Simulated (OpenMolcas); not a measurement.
Mn4+ with 6 ligands (chloride) in octahedral coordination (Oh). A charge of +0.333 e stands 2.8 Å behind each ligand. Ligand basis ANO-RCC-VDZP.

| Property | Result |
| --- | --- |
| Program | OpenMolcas 26.06 |
| Method | CASSCF |
| Basis | ANO-RCC-VDZP [5s4p2d1f] |
| Scalar Hamiltonian | DKH2, point nucleus |
| Active space | 3 electrons in 5 orbitals (3d) |
| State averaging | 2S+1 = 4 even, 10 roots; 2S+1 = 2 even, 40 roots |
| Spin-orbit coupling | state interaction with AMFI integrals over the reference wave functions |

All ligands move together. At R = 2.2 Å the first state of the same spin is 19381 cm-1, and at R = 2.41 Å it is 12252 cm-1.

Question: A third run gives 16177 cm-1. What distance was it run at?

Answer: With a power law R^-n the two known points give n = -ln(12252 / 19381) / ln(2.41 / 2.2) = 5.03. Then R = 2.2 × (19381 / 16177)^(1/5.03) = 2.280 Å. The run was at 2.29 Å, so the estimate is off by -0.010 Å.

Without dynamic correlation the repulsion within the d shell is too large (B by tens of per cent), so at a given field states of lower spin stand too high. Ligand-to-metal charge-transfer states are missing. With no ligand orbital active B as a rule stays too high, so bands that hang on it stand too high and its fall with covalency is understated. With metal d orbitals alone and no dynamic correlation the field as a rule comes out too small, by tens of per cent, by up to half for chloride and softer ligands. The least metal-like active orbital is 68 % on the metal (Löwdin) and no ligand orbital is active, so the numbers are rough (holds for R = 2.2; R = 2.29). The least metal-like active orbital is 66 % on the metal (Löwdin) and no ligand orbital is active, so the numbers are rough (holds for R = 2.41). No measured value stands beside these numbers; the geometry was imposed, not optimised, and the real ion may take another.
